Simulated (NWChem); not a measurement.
C2H5NOSi; SMILES C[SiH2]OC#N

```xyz
10

C     -1.2113    -1.6004     0.1738
Si     0.5194    -1.0142    -0.2154
O      0.7623     0.5683     0.4357
C      0.0511     1.5849     0.0792
N     -0.5772     2.5219    -0.2187
H     -1.9624    -0.9305    -0.2592
H     -1.3810    -1.6524     1.2546
H     -1.3731    -2.6016    -0.2444
H      1.5754    -1.7933     0.4647
H      0.7722    -0.9309    -1.6738
```
Atoms are numbered in this order, from 1.

Program: NWChem. Geometry: optimised at B3LYP/6-31G* (spherical d).

Q: What does the run give for PBE/def2-SVP? Quantities: highest occupied level (eV); orbital gap (eV); dipole (D).

A: 
```yaml
highest occupied level (eV): -6.96
orbital gap (eV): 6.01
dipole (D): 4.75
```
